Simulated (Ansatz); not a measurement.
`[OH][AlH][SiH2][SeH]` + `F[SiH2]P` → `[OH][AlH][SiH2]P` + `F[SiH2][SeH]`  (redistribution)

Program: Ansatz. Geometries: PBE0-D4/def2-TZVP. ΔE: electronic, gas phase. CBS: MP2 limit from def2 TZ/QZ plus the TZ coupled-cluster correction, frozen cores. Functionals use def2-TZVPP. For Se outer-core shells are correlated without core-valence functions, which leaves a few kJ/mol of doubt a bond. Scalar relativity is left out up to krypton. Each species was taken in one conformer, which may not be the lowest.

| level | ΔE (eV) |
| --- | --- |
| revPBE | -0.13 |
| LC-ωPBE | -0.07 |

Question: What does CCSD(T)/CBS give? (An estimate is asked.)

Answer: Computed: -0.08 eV. The listed levels differ from it by -0.05, 0.01 eV.

Largest T1 diagnostic among the species: 0.014.

From BLYP to BHLYP (50 % exact exchange), in def2-TZVPP and without D4, ΔE moves by +0.03 eV. Leaving LDA and LC-ωPBE aside and taking each functional with its dispersion term where it has one, the values, not all of them listed here, spread over 0.03 eV, from revPBE-D4 to ωB97X-V.
